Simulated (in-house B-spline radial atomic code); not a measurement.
Ionisation energies along the 52-electron series, configuration [Kr] 4d10 4f4 5s2, as differences of self-consistent energies. Dirac energy differences include first-order Breit, QED and recoil terms. NIST's values go from ground level to ground level; the uncertainty of those that are theory runs from under 0.1 % in few-electron ions to several per cent in heavy many-electron ones. Computed with a B-spline radial code for spherical atoms: Dirac-Hartree-Fock, average of the configuration, finite nuclei.

Some pairs differ by more than the removed electron.

| ion | configuration after | ionisation energy (eV) | IE/(q+1)² (eV) | Breit and QED recoil part (eV) | tabulated value (eV) | computed minus tabulated (eV) |
| --- | --- | --- | --- | --- | --- | --- |
| Sm10+ | [Kr] 4d10 4f3 5s2 | 168.0 | 1.3882 | 0.11237 | 179 | -11.0 |
| Eu11+ | [Kr] 4d10 4f3 5s2 | 198.8 | 1.3804 | 0.12155 | 213 | -14.2 |
| Tb13+ | [Kr] 4d10 4f5 | 269.9 | 1.3768 | -0.71018 | 273 | -3.1 |
| Dy14+ | [Kr] 4d10 4f5 | 291.5 | 1.2958 | -0.78417 | 300 | -8.5 |
| Ho15+ | [Kr] 4d10 4f5 | 314.0 | 1.2265 | -0.86248 | 340 | -26.0 |

Where a p, d or f electron is removed, the computed value is a mean over both j, so it misses the tabulated one by a part of the spin-orbit splitting; averaging over terms and missing correlation add to the gap, relatively most at low charge.
